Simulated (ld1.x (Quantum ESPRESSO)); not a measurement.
# Configuration tests for Te (Z = 52) (PAW)

ld1.x (Quantum ESPRESSO) 7.5 input, shortened:

```
&input
   title='Te', zed=52., rel=2, dft='PBESOL', iswitch=3,
   config='[Kr] 4d10 5s2 5p3.5', rel_dist='average'
 /
 &inputp
   pseudotype=3, lpaw=.true., tm=.true., lloc=-1, rcloc=2.30,
   nlcc=.true., new_core_ps=.true., rcore=0.75,
   which_augfun='PSQ', rmatch_augfun_nc=.true.
 /
6
5S  1  0   2.00   0.00  1.90  2.08  0.0
5S  1  0   0.00   1.55  1.90  2.08  0.0
5P  2  1   3.50   0.00  2.08  2.64  0.0
5P  2  1   0.00   0.25  2.08  2.64  0.0
4D  3  2  10.00   0.00  0.84  1.06  0.0
4D  3  2   0.00  -2.75  0.84  1.06  0.0
 &test
   configts(1)='4d10 5s2 5p3.5'
 /
```

Open shells are filled in proportion to 2j + 1 (rel_dist='average').

Energies are relative to the spin-unpolarised reference configuration 4d10 5s2 5p3.5; without spin polarisation the order of configurations can differ from experiment.

```json
{"valence configuration": "4d10 5s2 5p4", "charge": "0", "ΔE all-electron (eV)": "-3.917", "error AE − PS (meV)": "0.0"}
{"valence configuration": "4d10 5s2 5p3", "charge": "+1", "ΔE all-electron (eV)": "5.857", "error AE − PS (meV)": "0.0"}
{"valence configuration": "4d10 5s2 5p2", "charge": "+2", "ΔE all-electron (eV)": "23.850", "error AE − PS (meV)": "-0.3"}
{"valence configuration": "4d9 5s2 5p5", "charge": "0", "ΔE all-electron (eV)": "34.202", "error AE − PS (meV)": "-32"}
{"valence configuration": "4d10 5s2 5p1", "charge": "+3", "ΔE all-electron (eV)": "50.836", "error AE − PS (meV)": "-2.5"}
{"valence configuration": "4d10 5s1 5p5", "charge": "0", "ΔE all-electron (eV)": "5.333", "error AE − PS (meV)": "+0.2"}
{"valence configuration": "4d10 5s2 5p4.3", "charge": "-0.3", "ΔE all-electron (eV)": "-5.396", "error AE − PS (meV)": "0.0"}
```

The ghost test of this file was not conclusive.
